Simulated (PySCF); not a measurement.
## Electron correlation in Hg⁶⁵⁺ (mercury, charge +65)

[Ne] 3s2 3p3, high-spin 4S determinant. All numbers are calculated (PySCF 2.14, the spin-free X2C one-electron Hamiltonian (Gaussian nucleus), in an uncontracted even-tempered set (17 s from 20 bohr⁻², ratio 2.5; 12 p from 26 bohr⁻², ratio 2.5; 4 d from 97 bohr⁻², ratio 2.7; 4 f from 150 bohr⁻², ratio 2.7)). Frozen: 1s2; 13 electrons correlated; the 20 highest virtual orbitals of each spin left out.

MP2 pair energies summed by pair of shells (mhartree):

```json
{"pair": "2p-2p", "energy": "-209.86", "share (%)": "37.1"}
{"pair": "3s-3p", "energy": "-97.92", "share (%)": "17.3"}
{"pair": "2p-3p", "energy": "-74.65", "share (%)": "13.2"}
{"pair": "2s-2p", "energy": "-63.91", "share (%)": "11.3"}
{"pair": "2p-3s", "energy": "-46.00", "share (%)": "8.1"}
{"pair": "3p-3p", "energy": "-28.98", "share (%)": "5.1"}
{"pair": "2s-3p", "energy": "-13.19", "share (%)": "2.3"}
{"pair": "2s-2s", "energy": "-11.99", "share (%)": "2.1"}
{"pair": "3s-3s", "energy": "-10.83", "share (%)": "1.9"}
{"pair": "2s-3s", "energy": "-8.42", "share (%)": "1.5"}
```

Total MP2 correlation energy: -565.76 mhartree.

At this charge the one-electron X2C treatment keeps the bare 1/r₁₂, with no two-electron picture change or Breit term. The effect here is smaller than on the frozen 1s shell; and a scalar Hamiltonian misses the large spin-orbit splitting of the p shells, which matters for ns² → np² pairs.

Spin-orbit coupling is strong in this species, so the high-spin LS determinant is a model state.
